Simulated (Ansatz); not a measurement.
Gas-phase electronic energies from Ansatz, PBE0-D4/def2-TZVP geometries. CCSD(T)/CBS is the MP2 limit (def2-TZVPP, def2-QZVPP) plus CCSD(T) − MP2 in def2-TZVPP, frozen cores. This one scheme is used for every species. Functionals use def2-TZVPP. B3LYP here is the variant with VWN-RPA as its local correlation; programs differ in this. Each species was taken in one conformer, which may not be the lowest.

Consider the ligand exchange at the Si–C bond: `O[SiH2]C[SiH2]O` + `SS` → `O[SiH2]SS` + `C[SiH2]O`.

```tsv
level	ΔE (kJ/mol)	difference from CCSD(T)/CBS
PBE-D4	-49.7	-3.0
r2SCAN-D4	-48.7	-2.0
PBE0-D4	-47.6	-0.9
B3LYP-D4	-46.9	-0.2
ωB97X-V	-44.2	2.5
ωB97M-V	-44.4	2.3
r2SCAN	-49.3	-2.6
PBE0	-49.0	-2.3
B3LYP	-49.0	-2.3
MP2/def2-TZVPP	-47.9	-1.2
CCSD/def2-TZVPP	-42.6	4.1
CCSD(T)/def2-TZVPP	-43.6	3.1
HF/def2-QZVPP	-48.2	-1.5
SCS-MP2/def2-QZVPP	-48.7	-2.0
MP2/CBS(def2)	-51.0	-4.3
CCSD/CBS(def2)	-45.8	0.9
CCSD(T)/CBS	-46.7	0
```

Largest T1 diagnostic among the species: 0.012.
